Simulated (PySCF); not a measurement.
The multiplicity is imposed and other spin states were not computed.

# [Zn(OH)(NH2)] (charge 0, multiplicity 1)

The numbers are results of TPSSh-D3(BJ)/def2-TZVP // PBE-D3(BJ)/def2-SVP in PySCF, not measurements.

```json
{
  "HOMO": "-6.46 eV",
  "dipole_moment": "0.570 e·Å",
  "LUMO": "-1.15 eV",
  "HOMO–LUMO gap": "5.31 eV",
  "charge on the central atom (Mulliken)": "0.49 e",
  "charge on the central atom (meta-Löwdin)": "1.19 e",
  "total_energy": "-1911.2517 Ha",
  "cost": "very roughly 2.1 core-minutes"
}
```

```xyz
6

Zn    -0.0901     0.0242     0.1280
O     -0.9931    -1.5064     0.2888
H     -0.3939    -2.2734     0.3421
N      0.5167     1.7410    -0.0433
H      1.0788     1.8875    -0.8934
H      1.1207     2.0347     0.7370
```
